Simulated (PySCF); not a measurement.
furan (C4H4O), singlet, geometry from GFN2-xTB. Base run: PySCF with TPSS/STO-3G.

Input for PySCF:
```python
from pyscf import gto, scf, dft

mol = gto.M(
    atom='''
O    -0.007985   -0.002511    1.150908
C    -0.007729    1.078552    0.354762
C     0.002839   -1.080090    0.350126
C     0.003161    0.710581   -0.954111
C     0.010099   -0.706412   -0.957154
H    -0.015720    2.039412    0.829826
H     0.004267   -2.043014    0.821059
H     0.005929    1.357590   -1.807037
H     0.019184   -1.349694   -1.812851
''',
    basis='sto-3g',
    charge=0,
    spin=0,
    verbose=4,
)

mf = dft.RKS(mol)
mf.xc = 'tpss'
mf.kernel()
```

Each row names what was changed in the base input (with any setting that the change needs).

```tsv
change	ΔE vs base (µEh)	SCF cycles	outcome
base	0.0	8	converged
conv_tol = 1e-7	0.0	7	converged
conv_tol_grad = 1e-3	0.0	8	converged
init_guess = mod_huckel	0.0	11	converged
diis_space = 4	0.0	10	converged
init_guess = huckel	0.0	14	converged
DIIS = EDIIS	-	50	not converged
conv_tol = 1e-4	0.2	6	converged
diis = off (with mf.max_cycle = 100)	-	100	not converged
DIIS = ADIIS	0.0	18	converged
level_shift = 0.1 (with mf.max_cycle = 100)	0.0	9	converged
diis = off; damp = 0.6 (with mf.diis_start_cycle = 200; with mf.max_cycle = 150)	0.0	16	converged
diis = off; damp = 0.3 (with mf.diis_start_cycle = 200; with mf.max_cycle = 150)	-	150	not converged
```
